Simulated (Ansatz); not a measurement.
Ansatz (a first-principles code) input:

Ansatz 0.2 input:
```yaml
crystal:
  periodic: [false, false, false]
  atoms:
    - {symbol: Sn, position_ang: [-0.00000000, -0.00000000, -0.60735660]}
    - {symbol: Cl, position_ang: [0.00000000, 0.00000000, 1.78634293]}
basis:
  gaussian:
    orbitals: def2-TZVP
hamiltonian:
  xc: b3lyp
  dispersion: d3bj
magnetization: {spin_polarized: true, initial_magnetization: 1}
phonons: {temperatures: {t_min: 298.15, t_max: 298.15, t_step: 100}}
```

Q: Predict the final energy.

A: -674.64064 Eh (B3LYP-D3(BJ)/def2-TZVP). The basis has 87 functions.
